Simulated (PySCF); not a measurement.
**From computed data to an observable: oscillator strength and radiative lifetime**

C4H6BFO, SMILES B1(CC=CCO1)F.

Geometry optimised at B3LYP-D3(BJ)/def2-SVP. The structure was generated by enumeration, and PubChem lists no compound with its InChIKey, so it may never have been made. Other conformers were not sampled.

TDA-LC-ωPBE/def2-SVPD (PySCF) puts the first singlet state with f over 0.02 at 7.60 eV (vertical), with the transition dipole (1.032, -0.454, 0.000) in atomic units.

Task: Find the oscillator strength, the wavelength and the radiative lifetime that this transition would have in vacuum if emission retraced absorption.

Result: 
|μ|² = 1.2711 au, so |μ| = 2.87 D. ΔE = 7.60/27.211 = 0.2793 hartree. f = (2/3) ΔE |μ|² = 0.237 (the program prints 0.237).
λ = 1239.84/7.60 = 163 nm; ν = 61298 cm⁻¹.
Einstein's coefficient A = 0.6670 ν² f s⁻¹ (ν in cm⁻¹) = 5.9e8 s⁻¹, so τ = 1/A = 1.7 ns. This state is S2; the lower singlet has f = 0.006. The figure is the radiative limit of this one transition; relaxation, internal conversion, crossing to triplets and a medium change what is measured.
